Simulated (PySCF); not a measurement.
From one molecule to another.

First species: C₄H₈O₂Si.
SMILES with atom numbers: `[CH3:1][O:2][CH2:3][SiH2:4][CH:5]=[C:6]=[O:7]` (hydrogens: H8, H9, H10 on C1; H11, H12 on C3; H13, H14 on Si4; H15 on C5)

Second species: C₄H₈O₂Si.
SMILES: `CO[C@@H]1C=C[SiH2]O1`

Levels: wB97X-D/def2-SVPD for dipole moment, HOMO energy, LUMO energy, HOMO–LUMO gap, static isotropic polarisability and electronic spatial extent ⟨r²⟩ about the centre of nuclear charge; TDDFT wB97X-D/def2-SVPD for lowest singlet excitation; TDA wB97X-D/def2-SVPD for lowest triplet excitation (Tamm–Dancoff); GFN2-xTB for rotational constant A and rotational constant C. Geometries: GFN2-xTB. Each species is one conformer at its optimised geometry, gas phase, non-relativistic unless stated; the electronic structure was computed with PySCF and density fitting.

Dipoles, sizes and rotational constants follow the conformer. The torsions of the flexible species, by atom-mapped SMILES:
- `[CH3:1][O:2][CH2:3][SiH2:4][CH:5]=[C:6]=[O:7]`: C1–O2–C3–Si4 -179°, O2–C3–Si4–C5 60°, C3–Si4–C5–C6 -11°
- `[CH3:1][O:2][C@@H:3]1[CH:4]=[CH:5][SiH2:6][O:7]1`: C1–O2–C3–C4 -176°

Q: Which has the higher rotational constant A?

A: The second: 4.550 GHz against 2.444 GHz, a difference of 2.106 GHz.

Q: Which has the higher HOMO energy?

A: The first: -8.88 eV against -9.79 eV, a difference of 0.91 eV.

Q: Which has the higher LUMO energy?

A: The second: 1.37 eV against 1.03 eV, a difference of 0.34 eV.

Q: Which of the two has the higher static isotropic polarisability, and by how much?

A: The first: 81.1 au against 76.8 au, a difference of 4.3 au.

Q: Which of the two has the higher T1 energy, and by how much?

A: The second: 4.54 eV against 3.94 eV, a difference of 0.60 eV.

Q: Which of the two has the higher HOMO–LUMO gap, and by how much?

A: The second: 11.16 eV against 9.91 eV, a difference of 1.25 eV.

Q: Which of the two has the higher S1 energy, and by how much?

A: The second: 6.82 eV against 4.22 eV, a difference of 2.60 eV.

Q: Which has the higher dipole moment?

A: The first: 1.66 D against 0.69 D, a difference of 0.97 D.

On the first: The principal polarisabilities are 65.5, 80.0 and 97.9 au; their mean is the isotropic value. The polarisability is 12.02 Å³ as a volume (1 au = 0.148185 Å³), or 1.31 au for each of the 62 electrons.

On the second: S1 lies 4.34 eV below the HOMO–LUMO gap; its leading configuration is HOMO→LUMO, weight 0.69. The dipole matches unit charges of opposite sign 0.14 Å apart (1 e·Å = 4.8032 D).
